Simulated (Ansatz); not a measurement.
Species: LiI (charge 0, singlet). 
Coordinates optimised at B3LYP-D3(BJ)/def2-TZVP (Ansatz, a quantum-chemistry and plane-wave program):
```xyz
2

Li     0.0000     0.0000    -2.2643
I      0.0000     0.0000     0.1282
```
Charge 0, spin multiplicity 1.

Basis-set convergence of Hartree-Fock and CCSD(T) correlation energies (hartree) with Ansatz. Valence correlation only, unless marked. Spin-orbit coupling is left out. The frozen core is the preceding noble-gas configuration, with the filled d and f shells of earlier blocks. In def2 rows, elements after Kr have scalar-relativistic effective core potentials.

| basis | functions | E(HF) | E(corr, CCSD(T)) |
|---|---|---|---|
| def2-SVP | 35 | -304.17875 | -0.11198 |
| def2-TZVPP | 69 | -304.19352 | -0.16545 |
| def2-QZVPP | 117 | -304.19554 | -0.18992 |

Extrapolating the two largest sets (X = 3 and 4) as X^-3: E(corr) = (64·(-0.18992) - 27·(-0.16545))/37 = -0.2078 Eh, an estimate of the basis-set limit. The largest set recovers 91.4 % of it, the smallest 53.9 %.
